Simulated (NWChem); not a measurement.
Molecule: LaBrCl2; SMILES [Cl][La]([Cl])[Br]

```xyz
4

La    -0.1406     0.4179     0.0000
Cl     0.1695     1.7085     2.2366
Cl     0.1695     1.7085    -2.2366
Br     0.0642    -2.3403     0.0000
```
Atoms are numbered in this order, from 1.

The geometry was optimised at PBE0/def2-SVP. def2 effective core potentials on La; no spin-orbit coupling.

Symmetry labels are those of Cs in the frame above (b1 and b2, or b-type labels, depend on it).

Question: List the 6 lowest vertical singlet excitations from BHandHLYP/def2-SVP with def2 effective core potentials on La, TDA (NWChem).

Answer: 
| state | energy (eV) | oscillator strength | symmetry | leading excitation (squared amplitude) |
|---|---|---|---|---|
| S1 | 4.77 | 0.005 | a" | HOMO → LUMO (0.99) |
| S2 | 4.91 | 0.029 | a' | HOMO−1 → LUMO (0.97) |
| S3 | 5.04 | 0.005 | a' | HOMO−2 → LUMO (0.97) |
| S4 | 5.33 | 0.002 | a" | HOMO−3 → LUMO (0.98) |
| S5 | 5.56 | 0.032 | a' | HOMO−4 → LUMO (0.98) |
| S6 | 5.57 | 0.000 | a" | HOMO → LUMO+1 (0.97) |
